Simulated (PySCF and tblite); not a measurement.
The numbers below are computed, except where a source is named.
C6H9F3, numbered as in [F:1][C@H:2]1[CH2:3][CH2:4][C@H:5]([F:6])[C@H:7]([F:8])[CH2:9]1.

First level. Search: ETKDG, MMFF94s, GFN2-xTB, 60 starts; geometries at GFN2-xTB. Weights use PBE0-D3(BJ)/pcSseg-1 energies plus GFN2-xTB zero-point and thermal terms (modes under about 100 cm⁻¹ blended into free rotors). Symmetry numbers and mirror images are counted. Conformers within 2.5 kcal/mol (GFN2-xTB free energy) were kept, 3 at most. GIAO shieldings: PBE0/pcSseg-1. Shifts are against TMS (¹H), TMS (¹³C), CFCl3 (¹⁹F) at the same level; of two unlike H on one atom, a is the less shielded. (PySCF 2.14, tblite 0.8.)

It gives, at 298.15 K, with 2 conformers (largest weight 94 %): ¹H: 5.22 (H5, 1H), 5.18 (H2, 1H), 4.97 (H7, 1H), 2.39 (H9a, 1H), 2.24 (H9b, 1H), 2.06 (H4a, 1H), 1.85 (H3a, 1H), 1.83 (H4b, 1H), 1.82 (H3b, 1H) ppm. ¹³C: 92.6 (C5), 92.0 (C7), 91.9 (C2), 35.8 (C9), 28.4 (C3), 28.2 (C4) ppm. ¹⁹F: -219.8 (F1), -220.6 (F8), -238.0 (F6) ppm.

Second level: GFN2-xTB geometries, energies PBE0-D3(BJ)/pcSseg-1 (IEF-PCM, methanol), shieldings PBE0/pcSseg-1 (IEF-PCM, methanol), on up to 3 of the same conformers.

(1) How do the averaged shifts change?

Unscaled ¹⁹F shifts at such levels can be off by tens of ppm; differences between conformers or isomers are more reliable. Shifts are unscaled: against experiment ¹³C can be off by 15 ppm or more and ¹H by 0.8 ppm.

Answers

(1) 
| signal | first | second | change (ppm) |
| --- | --- | --- | --- |
| H2 | 5.18 | 5.37 | 0.20 |
| H3b | 1.82 | 1.93 | 0.11 |
| H3a | 1.85 | 1.93 | 0.08 |
| H4a | 2.06 | 2.19 | 0.12 |
| H4b | 1.83 | 1.98 | 0.14 |
| H5 | 5.22 | 5.38 | 0.16 |
| H7 | 4.97 | 5.22 | 0.24 |
| H9a | 2.39 | 2.40 | 0.01 |
| H9b | 2.24 | 2.33 | 0.09 |
| C2 | 91.9 | 93.8 | 1.8 |
| C3 | 28.4 | 29.5 | 1.1 |
| C4 | 28.2 | 28.7 | 0.5 |
| C5 | 92.6 | 94.7 | 2.2 |
| C7 | 92.0 | 94.2 | 2.2 |
| C9 | 35.8 | 36.7 | 0.9 |
| F1 | -219.8 | -222.1 | -2.4 |
| F6 | -238.0 | -238.8 | -0.9 |
| F8 | -220.6 | -225.4 | -4.7 |

The largest weight becomes 83 %.


Conformer gaps in pcSseg-1 on xTB geometries can be 2 kcal/mol off for S=O, P=O and other polar bonds.